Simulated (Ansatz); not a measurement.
`C[SiH](O)CS` + `[SiH3]CS` → `[SiH3]CSCS` + `C[SiH2]O`  (substitution at a C–Si bond)

Computed with Ansatz on PBE0-D4/def2-TZVP structures; ΔE is electronic, products minus reactants. CBS: MP2 limit from def2 TZ/QZ plus the TZ coupled-cluster correction, frozen cores. This one scheme is used for every species. DFT in def2-TZVPP. B3LYP here is the variant with VWN-RPA as its local correlation; programs differ in this. One conformer a species, not always the lowest.

**Question.** Is it downhill or uphill in electronic energy at CCSD(T)/CBS, and by how much? (Best estimate.)

**Answer.** Ansatz gave: Uphill: ΔE = +12.9 kcal/mol.

**Question.** What do these levels give: PBE-D4, r2SCAN-D4, B3LYP-D4, ωB97M-V, B2PLYP, PBE, r2SCAN, B3LYP, HF/def2-TZVPP, SCS-MP2/def2-TZVPP, HF/CBS(def2), MP2/CBS(def2)? (Best estimate.)

**Answer.** The calculation gave: PBE-D4 12.7, r2SCAN-D4 13.6, B3LYP-D4 12.8, ωB97M-V 13.8, B2PLYP 12.6, PBE 12.5, r2SCAN 13.6, B3LYP 12.4, HF/def2-TZVPP 12.5, SCS-MP2/def2-TZVPP 12.2, HF/CBS(def2) 12.5, MP2/CBS(def2) 12.3 kcal/mol.

Largest T1 diagnostic among the species: 0.011.
